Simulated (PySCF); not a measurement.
VNCl₂: from structure and modes to constants

Method: PBE0 in PySCF with V def2-TZVP, N def2-TZVP, Cl def2-TZVP; no relativity; density-fitted integrals.

The singlet minimum has Cs symmetry. Masses (u): V 50.94396, N 14.00307, Cl 34.96885.

```xyz
4
charge 0 multiplicity 1, angstrom
V     0.0000    0.1848   -0.3140
N     0.0000   -0.2420   -1.7536
Cl    1.9586   -0.0923    0.5813
Cl   -1.9586   -0.0923    0.5813
```

Harmonic wavenumbers (cm⁻¹): 63.3 (a', ×1), 157.4 (a', ×1), 274.4 (a'', ×1), 404.9 (a', ×1), 529.6 (a'', ×1), 1232.4 (a', ×1).

Task: Find the principal moments of inertia and the rotational constants. What kind of rotor is it?

Result: About the centre of mass I = 74.877, 271.44, 340.03 u Å². With B = 16.8576/I this gives 0.2251, 0.0621, 0.04958 cm⁻¹. The molecule is an asymmetric top with κ = -0.86.

Task: What is the harmonic zero-point energy?

Result: Half the sum of all 6 wavenumbers, 2662/2 = 1331 cm⁻¹, which is 15.9 kJ/mol (1 cm⁻¹ = 0.0119627 kJ/mol).

Task: Find the vibrational entropy and heat capacity at 298.15 K.

Result: With u = 1.43878 ω/T, each mode gives S = R[u/(eᵘ−1) − ln(1−e⁻ᵘ)] and C = R u² eᵘ/(eᵘ−1)².
| ω (cm⁻¹) | u | S (J/(mol K)) | C (J/(mol K)) |
| --- | --- | --- | --- |
| 63.3 | 0.306 | 18.20 | 8.25 |
| 157.4 | 0.760 | 10.80 | 7.93 |
| 274.4 | 1.324 | 6.56 | 7.20 |
| 404.9 | 1.954 | 3.95 | 6.11 |
| 529.6 | 2.556 | 2.46 | 4.96 |
| 1232.4 | 5.947 | 0.15 | 0.77 |
The sums over all modes are S = 42.1 and C = 35.2 J/(mol K); the softest mode gives 43 % of the entropy.

Stability towards spin polarisation was not tested. This need not be the most stable arrangement of these atoms.
